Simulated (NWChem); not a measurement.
System: C3H7O, doublet; SMILES CC(C)[O]

```xyz
11

C     -0.6289     0.0845     1.2804
C      0.1158    -0.2934     0.0000
C     -0.6289     0.0845    -1.2804
O      1.4122     0.1108     0.0000
H     -0.7808     1.1745     1.3194
H     -1.6161    -0.3991     1.3287
H     -0.0428    -0.2126     2.1614
H      0.2345    -1.4092     0.0000
H     -0.7808     1.1745    -1.3194
H     -1.6161    -0.3991    -1.3287
H     -0.0428    -0.2126    -2.1614
```
Atoms are numbered in this order, from 1.

Results from NWChem. Pople sets run with spherical d functions. Spin-unrestricted. In the optimisation the excess spin sits in a' (Cs, its own frame). Structure relaxed at the PBE0/def2-SVP, spin-unrestricted level. No stability test was run on the SCF state. Solvent water, SMD (1 M gas to 1 M solution), gas-phase geometry. Reactions with the solvent are ignored.

Question: Taking PBE0/6-311++G** as the yardstick, which of these has the fewest basis functions while keeping “dipole in solution (D)” within 0.05 D of it: PBE0/6-31+G*; PBE0/STO-3G; PBE0/6-311G**; PBE0/6-31G*; PBE0/3-21G?

Answer: PBE0/6-31+G* (a larger set in the list lies outside the tolerance).
```json
[
 {"level": "PBE0/STO-3G", "basis functions": "27", "dipole in solution (D)": "1.48", "relative time (rough)": "1"},
 {"level": "PBE0/3-21G", "basis functions": "50", "dipole in solution (D)": "2.60", "relative time (rough)": "1"},
 {"level": "PBE0/6-31G*", "basis functions": "70", "dipole in solution (D)": "2.72", "relative time (rough)": "3"},
 {"level": "PBE0/6-31+G*", "basis functions": "86", "dipole in solution (D)": "3.17", "relative time (rough)": "5"},
 {"level": "PBE0/6-311G**", "basis functions": "114", "dipole in solution (D)": "2.82", "relative time (rough)": "7"},
 {"level": "PBE0/6-311++G**", "basis functions": "137", "dipole in solution (D)": "3.18", "relative time (rough)": "10"}
]
```

The yardstick is one finite set, not the basis-set limit.
